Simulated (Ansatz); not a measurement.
Reaction (substitution at a C–S bond): `C[S][Ga]([Cl])[Cl]` + `[NH2][Ga]([NH2])[OH]` → `C[O][Ga]([NH2])[NH2]` + `[SH][Ga]([Cl])[Cl]`

Calculated with Ansatz (gas phase, PBE0-D4/def2-TZVP geometries, no zero-point term in ΔE). CCSD(T)/CBS is the MP2 limit (def2-TZVPP, def2-QZVPP) plus CCSD(T) − MP2 in def2-TZVPP, frozen cores. For Ga outer-core shells are correlated without core-valence functions, which leaves a few kJ/mol of doubt a bond. Scalar relativity is left out up to krypton. Each species was taken in one conformer, which may not be the lowest.

`C[S][Ga]([Cl])[Cl]`:

Cartesian coordinates in Å:
```
C 0.220 -0.635 -1.278
S -1.186 0.284 -0.575
Ga -0.426 0.776 1.394
Cl -1.590 1.878 2.786
Cl 1.527 0.163 1.995
H 0.434 -1.532 -0.700
H 1.109 -0.012 -1.340
H -0.087 -0.922 -2.283
```

`[NH2][Ga]([NH2])[OH]`:

```xyz
9

N     0.655    1.381    0.928
Ga   -0.054   -0.123    0.202
N    -0.218   -0.397   -1.590
O    -0.602   -1.355    1.377
H     0.493    1.573    1.903
H     0.720    2.233    0.398
H    -0.355   -1.324   -1.957
H     0.302    0.168   -2.241
H    -0.941   -2.157    0.980
```

`C[O][Ga]([NH2])[NH2]`:

```xyz
12

C    -0.761   -0.972   -1.700
O     0.131    0.035   -1.310
Ga    0.391    0.454    0.408
N    -0.600   -0.382    1.682
N     1.657    1.711    0.728
H    -0.835   -0.973   -2.792
H    -0.424   -1.972   -1.392
H    -1.774   -0.822   -1.301
H    -0.338   -0.353    2.653
H    -1.089   -1.234    1.467
H     1.671    2.222    1.594
H     1.971    2.286   -0.036
```

`[SH][Ga]([Cl])[Cl]`:

Z-matrix (Å, degrees):
```
Ga
S 1 2.175
Cl 1 2.126 2 121.4
Cl 1 2.121 2 120.2 3 180.0
H 2 1.345 1 92.3 3 0.0
```

```tsv
species	CCSD(T)/CBS(def2) energy (Eh)
`C[S][Ga]([Cl])[Cl]`	-3281.27922
`[NH2][Ga]([NH2])[OH]`	-2111.61138
`C[O][Ga]([NH2])[NH2]`	-2150.84841
`[SH][Ga]([Cl])[Cl]`	-3242.02309
```

Q: Work out ΔE.

A: ΔE = (-2150.84841) + (-3242.02309) − (-3281.27922) − (-2111.61138) = 0.01910 Eh = +50.1 kJ/mol.

Q: What do rigid-rotor, harmonic-oscillator terms from PBE0-D4/def2-TZVP frequencies (298.15 K, 1 bar) make of the CCSD(T)/CBS value? (Best estimate.)

A: Ansatz gave: ΔZPE = -4.2 kJ/mol, ΔH = +45.8 kJ/mol, ΔS = 5 J/(mol·K), ΔG = +44.3 kJ/mol. Modes under 50 cm⁻¹ make the entropy rough.

Largest T1 diagnostic among the species: 0.013.

Leaving LDA and LC-ωPBE aside and taking each functional with its dispersion term where it has one, the values, not all of them listed here, spread over 8.4 kJ/mol, from CAM-B3LYP-D4 to revPBE-D4. In def2-TZVPP, CCSD(T) changes the Hartree–Fock value by +10.8 kJ/mol (the triples alone add +2.0 kJ/mol) and MP2 by +18.3 kJ/mol.
